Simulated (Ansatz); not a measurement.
Reaction (formal exchange of groups at the Si–O bond): `[BH2][GeH2][O][SiH2]F` + `C/N=C\F` → `F/C=N/[SiH2]F` + `[BH2][GeH2][O]C`

Isolated molecules relaxed with PBE0-D4/def2-TZVP in Ansatz; ΔE leaves out vibrations. CCSD(T)/CBS is the MP2 limit (def2-TZVPP, def2-QZVPP) plus CCSD(T) − MP2 in def2-TZVPP, frozen cores. Double bonds are as drawn, so ΔE can hold a change between cis and trans. Functionals use def2-TZVPP. For Ge outer-core shells are correlated without core-valence functions, which leaves a few kJ/mol of doubt a bond. Scalar relativity is left out up to krypton. One conformer a species, not always the lowest.

| level | ΔE (kcal/mol) |
| --- | --- |
| PBE0-D4 | 21.5 |
| ωB97X-V | 21.8 |
| B2PLYP | 22.4 |
| HF/def2-TZVPP | 23.6 |
| HF/def2-QZVPP | 23.9 |
| MP2/def2-QZVPP | 23.3 |
| SCS-MP2/def2-QZVPP | 23.5 |
| MP2/CBS(def2) | 23.2 |

Problem. What does CCSD(T)/CBS give? (Best estimate.)

Solution. The calculation gave: +23.2 kcal/mol. The listed levels differ from it by -1.7, -1.4, -0.8, 0.4, 0.7, 0.1, 0.3, 0.0 kcal/mol.

Largest T1 diagnostic among the species: 0.013.

From PBE to PBE0 (25 % exact exchange), in def2-TZVPP and without D4, ΔE moves by +1.2 kcal/mol.
